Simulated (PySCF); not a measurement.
# Electronic structure of Mg (magnesium, neutral) at the r2SCAN level

Configuration: [Ne] 3s1 3p1, 3s spin antiparallel (an excited configuration). Computed with PySCF 2.14 in x2c-QZVPPall (9s6p5d2f, 66 functions), with scalar relativity by spin-free X2C-1e.

| Item | Value |
| --- | --- |
| Total energy | -200.2445 hartree |
| One-electron energy | -278.9844 hartree |
| Hartree (Coulomb) energy | 95.1693 hartree |
| Exchange-correlation energy | -16.4294 hartree |
| ⟨S²⟩ | 1.0001 |
| ⟨L²⟩ | 2.028 |
| Sum of ⟨r⟩ | 13.15 bohr |
| Sum of ⟨r²⟩ | 37.79 bohr² |
| Traceless quadrupole moment −½Σ⟨3z² − r²⟩ along its main axis | -8.63 e·bohr² |
| Langevin diamagnetic susceptibility | -29.9 ×10⁻⁶ cm³/mol |

```
shell  electrons  mean orbital energy (eV)  spread (eV)  rms radius, mean of both spins (bohr)
 1s β          1                   -1270.7            0                                  0.152
 1s α          1                   -1270.6            0                                  0.152
 2s β          1                   -85.070            0                                  0.761
 2s α          1                   -85.020            0                                  0.761
 2p β          3                   -50.181        0.136                                  0.776
 2p α          3                   -50.114        0.073                                  0.776
 3s β          1                    -6.075            0                                   3.22
 3p α          1                    -2.369            0                                   4.75
```

With the s spin flipped the determinant is a mixture of two multiplicities, not a spectroscopic state.
